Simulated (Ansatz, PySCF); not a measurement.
Si(F)(Br)(OH)(NH2) (BrFH3NOSi), SMILES N[Si](O)(Br)F.

The structure is a stationary point at PBE0-D3(BJ)/def2-SVP. This is a generated structure with no PubChem entry under its InChIKey; it may be hypothetical. The values are those of a single conformer.

Vertical ionisation energy (IE) and electron affinity (EA) in eV. Rows of orbital energies are one-electron estimates. Where ΔSCF, EOM or ADC give a negative EA the extra electron is unbound and the value depends on the basis.

| level | IE | EA |
|---|---|---|
| −ε(HOMO), −ε(LUMO), PBE0/def2-TZVP (PySCF) | 8.11 | -0.22 |
| −ε(HOMO), −ε(LUMO), PBE/def2-TZVP (PySCF) | … | … |
| ΔSCF, CAM-B3LYP/def2-SVPD (Ansatz), final states of multiplicity 2 and 2 | 10.59 | -0.99 |
| ΔSCF, PBE/def2-SVPD (Ansatz), final states of multiplicity 2 and 2 | 9.94 | -0.68 |

**Question.** Some entries are withheld; supply them. (An estimate is asked for; the answer gives what the named calculation found.)

**Answer.** 
- −ε(HOMO), −ε(LUMO), PBE/def2-TZVP (PySCF), IE: 6.68
- −ε(HOMO), −ε(LUMO), PBE/def2-TZVP (PySCF), EA: 0.69

**Question.** What vertical singlet–triplet gap does ΔSCF give with CAM-B3LYP/def2-SVPD (Ansatz, a first-principles code) and with PBE/def2-SVPD (Ansatz)? (An estimate is asked for; the answer gives what the named calculation found.)

**Answer.** 6.73 and 5.93 eV (triplet above singlet where positive).
